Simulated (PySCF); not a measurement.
C₆H₁₁O, SMILES C[C](C)CC(C)=O, multiplicity 2. Coordinates come from a B3LYP-D3(BJ)/def2-SVP optimisation. The isomer is the one that the SMILES or the coordinates give; other isomers of the formula were not compared. One conformer was computed; it need not be the lowest.

Computed equilibrium geometry at B3LYP-D3(BJ)/def2-SVP (PySCF confirms it by a frequency run) as a Z-matrix (one conformer of several):
```
C
C 1 1.4934
H 2 1.1013 1 111.90
H 2 1.1042 3 108.50 1 123.40
H 2 1.1097 3 107.71 4 113.82
C 1 1.4944 2 119.78 3 -25.55
H 6 1.1022 1 112.05 2 168.25
H 6 1.1036 7 108.15 1 123.02
H 6 1.1121 7 106.86 8 113.42
C 1 1.5020 2 117.58 3 173.07
H 10 1.1021 1 110.63 2 -40.67
H 10 1.1022 11 109.49 1 122.68
C 10 1.5376 11 107.06 12 119.68
O 13 1.2114 10 120.99 11 37.28
C 13 1.5149 14 122.36 10 -176.36
H 15 1.0978 13 110.08 14 3.90
H 15 1.1019 16 110.11 13 -122.14
H 15 1.1032 16 109.66 17 -117.15
```
Charge 0, spin multiplicity 2.
